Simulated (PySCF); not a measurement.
# Dipole polarisabilities along the noble gases

Calculated with PySCF 2.14 for the ground configurations, without spin-orbit coupling: coupled response for Hartree-Fock and DFT, finite fields for MP2 and CCSD(T), with He nothing; Ne 1s2; Ar [Ne] frozen. Mean α in bohr³, C₆ of like pairs in atomic units.

```
                             species  α UHF  α PBE  α PBE0  α MP2  α CCSD(T)  α recommended (Schwerdtfeger and Nagle)  C₆ UHF  C₆ PBE  C₆ PBE0
 He 1s2 (dyall-acv3z, spin-free X2C)  1.307  1.526   1.456  1.345      1.369                                    1.384   1.367   1.699    1.591
Ne [Ne] (dyall-acv3z, spin-free X2C)  2.134  2.567   2.416  2.364      2.349                                    2.661   4.991   6.193    5.783
Ar [Ar] (dyall-acv3z, spin-free X2C)  10.49  11.43   11.04  10.82      10.83                           11.083 ± 0.007   60.92   67.68    64.83
```

Hartree-Fock lacks correlation. MP2 and CCSD(T) carry the error of the frozen core. All values carry a basis error.
